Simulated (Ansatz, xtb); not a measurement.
**Ligand exchange: SiHF3 + C3H9NSi → Si(SiH3)F3 + C3H7N**

Gas-phase species: SiHF3 `F[SiH](F)F`, singlet; C3H9NSi `C=CN(C)[SiH3]`, singlet; Si(SiH3)F3, singlet; C3H7N (N-methylethenamine) `C=CNC`, singlet. The partners trade H for SiH3: Si–H and N–SiH3 bonds give way to Si–SiH3 and N–H.

Shapes, held fixed at every level: PBE0-D4/def2-TZVP. Flexible molecules stand in one conformer, not always the lowest. Programs: Ansatz 0.2.0, xtb 6.7.1, xtb 6.7.1 later snapshot. The zero-point and thermal change to 298 K, harmonic and unscaled (PBE0-D4/def2-TZVP), is +4.9 kJ/mol.

**Question.** Estimate ΔH(298 K) of this reaction.

**Answer.** The highest level, CCSD(T)/CBS estimate, gives ΔH(298 K) = +71.6 kJ/mol; the levels span +52.2 to +116.7. The column of differences is taken from that level and isn't an error. No measured value is set beside it here. The CBS estimate extrapolates MP2 from def2-TZVPP and def2-QZVPP and adds CCSD(T) − MP2 in the triple-zeta set, cores frozen.

```json
{"level": "GFN1-xTB", "kind": "semi-empirical", "ΔH(298 K) (kJ/mol)": "+116.7", "less CCSD(T)/CBS estimate": "+45.1"}
{"level": "SPW92/def2-TZVPP", "kind": "LDA", "ΔH(298 K) (kJ/mol)": "+52.2", "less CCSD(T)/CBS estimate": "-19.4"}
{"level": "r2SCAN0-D4/def2-TZVPP", "kind": "global hybrid", "ΔH(298 K) (kJ/mol)": "+63.6", "less CCSD(T)/CBS estimate": "-8.0"}
{"level": "wB97M-V/def2-TZVPP", "kind": "range-separated hybrid", "ΔH(298 K) (kJ/mol)": "+68.6", "less CCSD(T)/CBS estimate": "-3.0"}
{"level": "wB97X-V/def2-TZVPP", "kind": "range-separated hybrid", "ΔH(298 K) (kJ/mol)": "+61.6", "less CCSD(T)/CBS estimate": "-10.0"}
{"level": "MP2/def2-TZVPP", "kind": "perturbation theory", "ΔH(298 K) (kJ/mol)": "+85.5", "less CCSD(T)/CBS estimate": "+13.9"}
{"level": "CCSD(T)/def2-TZVPP", "kind": "coupled cluster or CI", "ΔH(298 K) (kJ/mol)": "+73.0", "less CCSD(T)/CBS estimate": "+1.4"}
{"level": "CCSD(T)/CBS estimate", "kind": "coupled cluster or CI", "ΔH(298 K) (kJ/mol)": "+71.6", "less CCSD(T)/CBS estimate": "0.0"}
```
